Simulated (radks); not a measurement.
Trend from Rb to Xe: ionisation energy by Delta-SCF between NIST ground configurations, and size. Calculated with a radial shooting solver on a logarithmic mesh with Libxc functionals: scalar-relativistic Kohn-Sham, PBE, spin-unpolarised, spherical densities, point nucleus.

species,configuration,configuration of the ion,IE (eV),NIST (eV),kind,-e(HOMO) (eV),outermost,<r> outermost (bohr)
Rb,[Kr] 5s1,[Kr],4.154,4.177,exp.,2.232 (5s),5s,5.25
Sr,[Kr] 5s2,[Kr] 5s1,5.885,5.695,exp.,3.526 (5s),5s,4.33
Zr,[Kr] 4d2 5s2,[Kr] 4d2 5s1,7.137,6.634,exp.,3.599 (4d),5s,3.73
Nb,[Kr] 4d4 5s1,[Kr] 4d4,6.637,6.759,exp.,3.040 (4d),5s,3.73
Mo,[Kr] 4d5 5s1,[Kr] 4d5,6.890,7.092,exp.,3.753 (4d),5s,3.60
Tc,[Kr] 4d5 5s2,[Kr] 4d5 5s1,8.154,7.119,exp.,5.043 (5s),5s,3.30
Ru,[Kr] 4d7 5s1,[Kr] 4d7,7.292,7.361,exp.,4.240 (5s),5s,3.39
Rh,[Kr] 4d8 5s1,[Kr] 4d8,7.461,7.459,exp.,4.300 (5s),5s,3.31
Pd,[Kr] 4d10,[Kr] 4d9,9.115,8.337,exp.,4.048 (4d),4d,1.59
Ag,[Kr] 4d10 5s1,[Kr] 4d10,7.757,7.576,exp.,4.405 (5s),5s,3.17
Cd,[Kr] 4d10 5s2,[Kr] 4d10 5s1,9.273,8.994,exp.,5.660 (5s),5s,2.90
In,[Kr] 4d10 5s2 5p1,[Kr] 4d10 5s2,5.363,5.786,exp.,2.519 (5p),5p,3.74
Sn,[Kr] 4d10 5s2 5p2,[Kr] 4d10 5s2 5p1,6.875,7.344,exp.,3.694 (5p),5p,3.25
Sb,[Kr] 4d10 5s2 5p3,[Kr] 4d10 5s2 5p2,8.317,8.608,exp.,4.828 (5p),5p,2.92
Te,[Kr] 4d10 5s2 5p4,[Kr] 4d10 5s2 5p3,9.729,9.010,exp.,5.953 (5p),5p,2.67
I,[Kr] 4d10 5s2 5p5,[Kr] 4d10 5s2 5p4,11.131,10.451,exp.,7.086 (5p),5p,2.48
Xe,[Xe],[Kr] 4d10 5s2 5p5,12.537,12.130,exp.,8.235 (5p),5p,2.31

Reference values: NIST Atomic Spectra Database (exp. = measured, semi-emp. = semi-empirical, theory = theoretical value adopted there). Spin polarisation and multiplet splitting are left out, so open shells lie too high by an amount that depends on their filling. Spin-orbit splitting is averaged out at the scalar-relativistic level.

Beside tabulated values, note that spin-unpolarised runs miss the spin-polarisation part of the exchange energy of open shells.
